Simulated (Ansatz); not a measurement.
Geometry optimisation, Ansatz 0.2.0, RKS PBE/def2-SVP.

input.yaml

```yaml
crystal:
  periodic: [false, false, false]
  atoms:
    - { symbol: Zr, position_ang: [0.0, 0.0, 0.0] }
    - { symbol: O, position_ang: [0.0, 0.0, 2.42] }
    - { symbol: H, position_ang: [-0.9095, -0.2814, 2.7571] }
    - { symbol: F, position_ang: [1.8671, 0.0, -0.6593] }
    - { symbol: O, position_ang: [-0.975, 1.6891, -0.6893] }
    - { symbol: H, position_ang: [-1.9328, 1.4584, -0.9117] }
    - { symbol: F, position_ang: [-0.9326, -1.6157, -0.6593] }
    - { symbol: Br, position_ang: [1.5658, -2.3777, 0.946] }
    - { symbol: H, position_ang: [0.7468, -1.134, 2.2225] }
basis:
  gaussian: { orbitals: def2-SVP }
hamiltonian:
  xc: pbe
relax:
  f_tol: 0.15
  max_steps: 25
  restrain:
    - { distance: [0, 7], at: 2.7, k: 30.0 }
    - { distance: [8, 1], at: 1.01, k: 30.0 }
    - { distance: [0, 1], at: 3.27, k: 30.0 }
    - { distance: [8, 7], at: 2.75, k: 30.0 }
```

Run as:

```bash
$ ansatz run input.yaml --threads 4 --pin off --max-ram 5120MiB --backend cpu --events-out ev --progress --plain --runs-dir out
```

Where does it end, and by what steps?

It converged. The restraints hold the end off the free minimum. After 21 steps the energy has fallen by 2.059 eV (the restraints' own energy left out); F7 moved furthest, 1.86 Å. Parted: Zr1–O2 (2.42 → 3.26 Å). Joined: O2–H9 (1.37 → 0.99 Å).

```json
{"step": "0", "energy less start (eV)": "0.0000", "largest force component (eV/Å)": "2.400", "accepted": "yes"}
{"step": "1", "energy less start (eV)": "-0.0015", "largest force component (eV/Å)": "2.361", "accepted": "yes"}
{"step": "2", "energy less start (eV)": "-0.0359", "largest force component (eV/Å)": "2.250", "accepted": "yes"}
{"step": "3", "energy less start (eV)": "-0.4674", "largest force component (eV/Å)": "1.470", "accepted": "yes"}
{"step": "4", "energy less start (eV)": "-0.9561", "largest force component (eV/Å)": "1.120", "accepted": "yes"}
{"step": "5", "energy less start (eV)": "-1.2814", "largest force component (eV/Å)": "1.366", "accepted": "yes"}
{"step": "6", "energy less start (eV)": "-1.5071", "largest force component (eV/Å)": "1.124", "accepted": "yes"}
{"step": "7", "energy less start (eV)": "-1.6681", "largest force component (eV/Å)": "0.796", "accepted": "yes"}
{"step": "8", "energy less start (eV)": "-1.7419", "largest force component (eV/Å)": "0.653", "accepted": "yes"}
{"step": "9", "energy less start (eV)": "-1.7987", "largest force component (eV/Å)": "1.125", "accepted": "yes"}
{"step": "10", "energy less start (eV)": "-1.7626", "largest force component (eV/Å)": "1.811", "accepted": "no"}
{"step": "11", "energy less start (eV)": "-1.8277", "largest force component (eV/Å)": "0.891", "accepted": "yes"}
{"step": "12", "energy less start (eV)": "-1.8517", "largest force component (eV/Å)": "0.686", "accepted": "yes"}
{"step": "13", "energy less start (eV)": "-1.8816", "largest force component (eV/Å)": "0.773", "accepted": "yes"}
{"step": "14", "energy less start (eV)": "-1.9301", "largest force component (eV/Å)": "0.754", "accepted": "yes"}
{"step": "15", "energy less start (eV)": "-1.9781", "largest force component (eV/Å)": "0.688", "accepted": "yes"}
{"step": "16", "energy less start (eV)": "-2.0323", "largest force component (eV/Å)": "0.741", "accepted": "yes"}
{"step": "17", "energy less start (eV)": "-2.0544", "largest force component (eV/Å)": "0.978", "accepted": "yes"}
{"step": "18", "energy less start (eV)": "-2.0318", "largest force component (eV/Å)": "0.948", "accepted": "no"}
{"step": "19", "energy less start (eV)": "-2.0596", "largest force component (eV/Å)": "0.931", "accepted": "yes"}
{"step": "20", "energy less start (eV)": "-2.0517", "largest force component (eV/Å)": "0.865", "accepted": "no"}
{"step": "21", "energy less start (eV)": "-2.0592", "largest force component (eV/Å)": "0.960", "accepted": "yes"}
```

```xyz
9
Properties=species:S:1:pos:R:3
Zr 0.138 -0.555 -0.514
O 0.534 0.347 2.589
H -0.381 0.414 2.920
F 1.718 0.505 -0.641
O -1.433 0.487 -0.233
H -2.157 1.130 -0.243
F -0.057 -1.270 -2.266
Br 0.318 -2.712 1.050
H 0.749 -0.606 2.763
```

Run time: 49 s on 4 threads of Arm Neoverse V1 (shared host), peak memory 0.21 GiB.
